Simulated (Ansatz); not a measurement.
An input meant for K8F8 (charge 0, singlet; with a point charge).

```yaml
crystal:
  periodic: [false, false, false]
  atoms:
    - {symbol: K, position_ang: [-1.290954, -1.252777, -3.633008]}
    - {symbol: F, position_ang: [-1.295769, -1.280819, -1.118485]}
    - {symbol: K, position_ang: [-2.212072, -1.305289, 1.200524]}
    - {symbol: F, position_ang: [-1.162148, -1.217633, 3.409332]}
    - {symbol: F, position_ang: [-1.160094, 1.189398, -3.568924]}
    - {symbol: K, position_ang: [-1.301014, 1.382077, -1.073362]}
    - {symbol: F, position_ang: [-2.139249, 1.174870, 1.251072]}
    - {symbol: K, position_ang: [-1.276541, 1.277775, 3.534386]}
    - {symbol: F, position_ang: [1.156734, -1.188092, -3.569165]}
    - {symbol: K, position_ang: [1.299194, -1.381025, -1.073736]}
    - {symbol: F, position_ang: [2.141281, -1.175103, 1.249189]}
    - {symbol: K, position_ang: [1.280847, -1.280104, 3.532891]}
    - {symbol: K, position_ang: [1.287742, 1.254242, -3.632937]}
    - {symbol: F, position_ang: [1.293776, 1.281898, -1.118460]}
    - {symbol: K, position_ang: [2.212078, 1.305385, 1.199960]}
    - {symbol: F, position_ang: [1.166179, 1.215198, 3.410722]}
basis:
  gaussian: {orbitals: def2-SVP, point_charges: [{charge: 1.00, position_ang: [5.210, -0.443, -0.566]}]}
hamiltonian: {xc: {name: HF}}
correlation: {active_space: {window: {electrons: 6, orbitals: 2}}}
scf: {omitted_lower_state_checks: [starts]}
output: {forces: true}
```

```sh
$ ansatz run in.yaml --threads 4 --pin off --events-out ev --progress --plain --max-ram 6963MiB
```

Output, abridged:

```
Functional definition: HF
2856 factors; integrals over basis functions are off by at most 5.9e-4 eV
mean field evaluation 1: about -152048.5527 eV, gradient 1.0e2 eV
mean field evaluation 2: about -152049.0152 eV, gradient 1.0e2 eV
mean field evaluation 4: about -152066.6210 eV, gradient 2.0e0 eV
mean field evaluation 8: about -152066.7692 eV, gradient 1.9e-1 eV
mean field -152066.76934070 eV, -5588.3506987122 hartree, gradient 3.6e-6 eV, S^2 0.000000; 0 other end points of the search recorded, 0 dependent functions left out
reference -152066.76934070 eV, -5588.3506987122 hartree; 112, 112 occupied and 192, 192 virtual orbitals, 2856 factors
Error: 6 electrons in 2 orbitals form no window around the highest filled level of the reference
```

Task: What is wrong with this run?

Result: The active space doesn't fit the electrons. The run stopped with an error.
